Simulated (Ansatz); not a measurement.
`N=[C](F)[Zn][F]`, relaxed with RKS PBE0-D4/def2-TZVP in Ansatz from a PBE-D4/def2-SVP geometry. The force threshold is 0.005 eV/Å; the program also tests the step.

Total charge 0; spin multiplicity 1.

Start:

```xyz
6

N    -1.647    0.046   -0.061
C    -0.514   -0.301    0.379
F    -0.499   -1.147    1.445
Zn    1.304    0.143   -0.179
F     2.912    0.576   -0.721
H    -1.556    0.684   -0.864
```

| step | energy (eV) | largest force (eV/Å) | largest move (Å) |
| --- | --- | --- | --- |
| 1 | -56385.6569 | 0.891 | 0.000 |
| 2 | -56385.6773 | 0.220 | 0.016 |
| 3 | -56385.6793 | 0.042 | 0.007 |
| 4 | -56385.6794 | 0.024 | 0.004 |
| 5 | -56385.6795 | 0.018 | 0.004 |
| 6 | -56385.6796 | 0.009 | 0.001 |
| 7 | -56385.6796 | 0.002 | 0.001 |

End:

```xyz
6

N    -1.626    0.045   -0.060
C    -0.508   -0.296    0.372
F    -0.502   -1.136    1.431
Zn    1.295    0.141   -0.175
F     2.894    0.572   -0.716
H    -1.553    0.674   -0.853
```

Run time 24 s (4 threads of an Arm Neoverse V1 on a shared host); peak host memory 0.45 GiB.
